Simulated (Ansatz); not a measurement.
Ideal-gas functions of C$_{2}$H$_{2}$STe, SMILES `SC#C[TeH]` at 600 K and 1 bar, from an Ansatz frequency run at PBE0-D4/def2-TZVP.

Molar mass 185.7 g/mol, point group C1 (symmetry number 1), electronic degeneracy 1, moments of inertia 4.628, 692.759, 693.863 u Å². Harmonic wavenumbers (cm⁻¹, unscaled): 107, 131, 261, 316, 361, 394, 716, 886, 978, 2117, 2187, 2652.

Use S(trans) = R[1.5 ln M + 2.5 ln T − 1.1517]; rotational temperatures θ = 24.2544 K / I; S(rot) = R[ln(√π/σ · √(T³/θAθBθC)) + 1.5]; for each mode x = 1.438777 ν̃/T, S = R[x/(eˣ − 1) − ln(1 − e⁻ˣ)] and H = RT x/(eˣ − 1); 1 cm⁻¹ = 0.0119627 kJ/mol; R = 8.31446 J/(mol·K).

By hand: the entropy, in J/(mol·K).

Translation 188.5. Rotation: θ = 5.2408, 0.035, 0.035 K, giving 118.0. Vibration, mode by mode: 19.65, 17.98, 12.35, 10.82, 9.77, 9.09, 4.77, 3.45, 2.90, 0.32, 0.28, 0.11, in all 91.5. Electronic 0.0. Sum 398.0 J/(mol·K).

By hand: H − E and G − E in kJ/mol, counted from the electronic energy.

Zero-point energy ½ × 11106 × 0.0119627 = 66.4; thermal vibration 26.6; translation, rotation and pV give 4 RT = 20.0. H − E = 113.0 kJ/mol, and G − E = 113.0 − 600 × 398.0/1000 = -125.8 kJ/mol.

Vibration gives 23 % of the entropy, 37.6 J/(mol·K) of it from the modes under 150 cm⁻¹: soft modes count most, and the harmonic formula is weakest for them. The sum counts one conformer and one mirror image; others add a mixing term.
